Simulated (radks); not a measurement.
All-electron atom: N3- in [Ne]. Calculated with a radial shooting solver on a logarithmic mesh with Libxc functionals: non-relativistic Kohn-Sham, LB94 model potential, spin-polarised, spherical densities, point nucleus; Watson sphere of charge +3 and radius 3.89 bohr.

Radial electron density D(r) = 4 pi r^2 rho(r):

```
   r/bohr * D(r) (the largest magnitude, 7.36, reaches the edge; | marks zero)
  0.01272 |  *
  0.01604 |   *
  0.02022 |     *
   0.0255 |        *
  0.03191 |            *
  0.04024 |                 *
  0.05074 |                       *
  0.06399 |                               *
   0.0807 |                                        *
    0.101 |                                                *
   0.1273 |                                                     *
   0.1606 |                                                      *
   0.2025 |                                                 *
   0.2554 |                                        *
   0.3221 |                             *
   0.4029 |                    *
   0.5082 |                 *
   0.6408 |                    *
   0.8082 |                        *
    1.019 |                          *
    1.285 |                        *
    1.608 |                    *
    2.028 |              *
    2.558 |         *
    3.225 |      *
    4.068 |    *
     5.13 | *
    6.418 |*
    8.093 *
    10.21 *
```

D(r) has 2 maxima, at r = 0.149, 1.03 bohr, and minima at 0.504 bohr, inside which lie 2.21 electrons.
